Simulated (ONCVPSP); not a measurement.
**What one change does to a pseudopotential (manganese (Mn), ONCV)**

ONCVPSP 4.0.1 input, shortened (lines: element, Z, core and valence counts, functional; n l f; lmax; l rc ep ncon nbas qcut; lloc lpopt rc5 dvloc0; l nproj debl; icmod fcfact rcfact), PBE, fully relativistic:

```
  Mn 25.00    3    5        4      upf
    1    0    2.00
    2    0    2.00
    2    1    6.00
    3    0    2.00
    3    1    6.00
    3    2    5.00
    4    0    1.00
    4    1    1.00
    2
    0    1.40    0.00    4    9    8.00
    1    1.80    0.00    5    9    6.20
    2    1.60    0.00    4    8    8.00
    4    5    0.95    0.00
    0    3    3.00
    1    2    2.20
    2    3    2.90
    3    6.00    1.10
```

Open shells are filled in proportion to 2j + 1.

Change: all radii but the core radius scaled by about 1.05 (s 1.48, p 1.90, d 1.68 bohr); local potential polynomial inside 1.00 bohr (lpopt 5, dvloc0 0 Ha).

Cutoffs: the cutoffs (Ha) at which the residual kinetic energy of the hardest occupied pseudo-wave falls to 1 and 0.1 mHa per electron; they do not see the model core or the augmentation charge, which bear on the density cutoff. Errors are all-electron minus pseudo energies relative to the spin-unpolarised reference configuration.

Question: Predict the effect on cutoff, ghosts and configuration errors.

Answer: The potential gets softer (31 Ha and 80 Ha → 29 Ha and 62 Ha); the errors of the 3 common tests hardly move; neither file shows a bound ghost. A larger radius leaves more room for a smooth pseudo-wave, so fewer plane waves are needed.

| quantity | base | changed |
| --- | --- | --- |
| cutoff, loose | 31 Ha | 29 Ha |
| cutoff, tight | 80 Ha | 62 Ha |
| loose cutoff by channel | s 22 Ha, p 24 Ha, d 31 Ha | s 20 Ha, p 19 Ha, d 29 Ha |
| bound ghosts | none | none |
| GHOST(+) flags under 300 eV | none | none |
| tests with a reliable result | 3 of 4 | 3 of 4 |
| error for 3s2 3p6 3d5 4s2 4p0, meV [ΔE -3.86 eV] | 0.0 | -0.1 |
| error for 3s2 3p6 3d5 4s1 4p0, meV [ΔE 4.56 eV] | +0.3 | +0.4 |
| error for 3s2 3p6 3d5 4s0 4p0, meV [ΔE 20.16 eV] | +2.7 | +2.3 |
| rms error of d²Exc/dni dnj with the model core, mHa | 5.51 | 5.47 |
